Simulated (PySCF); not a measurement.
C2H4F2, SMILES C(CF)F, PBE0/def2-SVP optimised geometry.

```
8

F      1.61    -0.72     0.00
C      0.24    -0.72     0.00
C     -0.24     0.72     0.00
F     -1.61     0.72     0.00
H     -0.12    -1.24    -0.89
H     -0.12    -1.24     0.89
H      0.12     1.24     0.89
H      0.12     1.24    -0.89
```

Density from PBE0/def2-TZVP (PySCF 2.14.0) at that geometry.

Minimum of the electron density along straight lines between bonded atoms, close to the bond critical point (lines longer than 1.1 times the sum of covalent radii, or with two minima, are not listed):

```tsv
bond	length / Å	ρ at the minimum / e bohr⁻³	∇²ρ there / e bohr⁻⁵	position (fraction from the first atom)
F1–C2	1.369	0.250	-0.08	0.67
C2–C3	1.513	0.267	-0.74	0.50
C3–F4	1.369	0.250	-0.08	0.33
C2–H5	1.103	0.282	-1.00	0.65
C2–H6	1.103	0.282	-1.00	0.65
C3–H7	1.103	0.282	-1.00	0.65
C3–H8	1.103	0.282	-1.00	0.65
```
